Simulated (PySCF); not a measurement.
C₃H₈N, SMILES CN(C)[CH2], multiplicity 2.

Coordinates come from a PBE-D3(BJ)/def2-SVP optimisation. The isomer is the one that the SMILES or the coordinates give; other isomers of the formula were not compared.

Computed with CAM-B3LYP/def2-TZVP in PySCF.

Gas-phase values at a fixed geometry.

The total energy is -173.78351 hartree and the point group comes out as Cs. The α spin, highest occupied and lowest empty level is -5.53 and 1.95 eV, the β spin, highest occupied and lowest empty level is -8.65 and 0.67 eV and the dipole moment is 0.255 e·Å. The quadrupole, principal values (traceless, Buckingham form, about the centre of nuclear charge) is -3.87, 0.18, 3.69 D·Å and the mean static polarisability comes out as 49.4 bohr³ (7.32 Å³). The polarisability, principal values is 41.7, 50.0, 56.6 bohr³ and the ⟨S²⟩ is 0.754 (pure state 0.75).
